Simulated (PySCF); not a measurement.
This script is equivalent to a calculation on Ca²⁺ (calcium, charge +2).

```python
from pyscf import gto, scf, dft, mp, cc
import basis_set_exchange as bse
mol = gto.M(atom="Ca 0 0 0", charge=2, spin=0, symmetry="D2h",
            basis=gto.basis.parse(bse.get_basis("aug-cc-pVDZ-X2C", elements=["Ca"], fmt="nwchem", header=False)),
            nucmod="G")
mf = scf.UHF(mol).sfx2c1e()
mf.irrep_nelec = {'Ag': (3, 3), 'B1u': (2, 2), 'B2u': (2, 2), 'B3u': (2, 2)}
mf.kernel()
```

Task: What total energy does it give?

Result: -679.02303 hartree (calculated).

Task: Which occupied shell lies highest, and where?

Result: 3p, at -51.145 eV.
